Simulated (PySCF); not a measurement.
Compound: C2H8GeSSi.
Bonds: C1–C2 (double), C2–Ge3, C2–S4, S4–Si5. Hydrogens: H6, H7 on C1; H8, H9, H10 on Ge3; H11, H12, H13 on Si5.

A GFN2-xTB structure with every atom displaced at random (by about 0.01 Å) was refined with PBE0-D3(BJ)/def2-SVP geometry optimisation, gas phase (PySCF 2.14.0). Values at the start:

```json
{"coordinate": "C1=C2", "start": "1.309 Å"}
{"coordinate": "C1–H6", "start": "1.116 Å"}
{"coordinate": "C1–H7", "start": "1.078 Å"}
{"coordinate": "C2–Ge3", "start": "1.962 Å"}
{"coordinate": "C2–S4", "start": "1.787 Å"}
{"coordinate": "Ge3–H8", "start": "1.477 Å"}
{"coordinate": "S4–Si5", "start": "2.118 Å"}
{"coordinate": "Si5–H11", "start": "1.467 Å"}
{"coordinate": "Si5–H13", "start": "1.425 Å"}
{"coordinate": "C1–C2–Ge3", "start": "124.9°"}
{"coordinate": "C1–C2–S4", "start": "123.1°"}
{"coordinate": "C2–S4–Si5", "start": "107.4°"}
{"coordinate": "Ge3–C2–S4", "start": "112.0°"}
{"coordinate": "C1–C2–S4–Si5", "start": "2°"}
```

Q: How do these coordinates change at the PBE0-D3(BJ)/def2-SVP level?

A: 
```csv
coordinate,PBE0-D3(BJ)/def2-SVP (Å or °),change
Si5–H13,1.490,+0.065
Ge3–H8,1.538,+0.061
S4–Si5,2.152,+0.034
C1=C2,1.341,+0.032
Si5–H11,1.493,+0.026
C1–H6,1.094,-0.022
C1–H7,1.096,+0.018
C2–S4,1.770,-0.017
C2–Ge3,1.957,-0.005
C1–C2–Ge3,120.7,-4.2
C1–C2–S4,126.7,+3.6
C2–S4–Si5,104.4,-3.0
Ge3–C2–S4,112.6,+0.6
C1–C2–S4–Si5,-5,-7
```

The energy falls by 0.262 eV over 6 energy and gradient evaluations, the largest force component goes from 0.0365 to 1.2e-04 Eh/bohr, and the atoms move by 0.109 Å rms after alignment. The bond that changes most is Si5–H13 (SiH3 silicon to Si–H hydrogen), which lengthens by 0.065 Å. Bonds longer at the end by more than 0.005 Å: 9 of 12; shorter: 2. Rotational constants go from 5803, 799.0, 714.2 to 5613, 804.8, 716.7 MHz.

The run used 136 basis functions and 41 SCF cycles in all.

PBE0-D3(BJ)/def2-SVP frequencies: not computed here. The numbers are those of one conformer.

The values belong to the conformer `[CH2:1]=[C:2]([GeH3:3])[S:4][SiH3:5]`: C1–C2–S4–Si5 -5°.
